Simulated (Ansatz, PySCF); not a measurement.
F2S, SMILES FSF (connectivity only; charge and spin as stated), charge +1, multiplicity 2. Atoms are numbered in the order given.

```xyz
3

F      0.0000    -1.1796    -0.4578
S      0.0000     0.0000     0.4965
F      0.0000     1.1796    -0.4578
```
Charge +1, spin multiplicity 2.

Geometry: B3LYP-D3(BJ)/def2-TZVP. The multiplicity is an assumed one; other spin states were not compared.

Two levels are set side by side: PBE-D3(BJ)/def2-TZVP (Ansatz, a first-principles code) and B3LYP-D3(BJ)/def2-TZVP (Ansatz). Each level has its own optimised geometry; the coordinates shown are those of the second. Frequencies come from the Hessian of PySCF at each geometry. Differences are taken from unrounded values.

```csv
quantity,B3LYP-D3(BJ),PBE-D3(BJ),PBE-D3(BJ) minus B3LYP-D3(BJ)
mean bond length (Å),1.517,1.534,0.017
bond F1–S2 (Å),1.517,1.534,0.017
bond S2–F3 (Å),1.517,1.534,0.017
highest harmonic wavenumber (cm⁻¹),989,952,-37
mean harmonic wavenumber (cm⁻¹),786,752,-35
zero-point energy (kcal/mol),3.37,3.22,-0.15
```

Exact exchange shortens and stiffens bonds; PBE has none. Differences between two approximate levels are no errors against the true value.
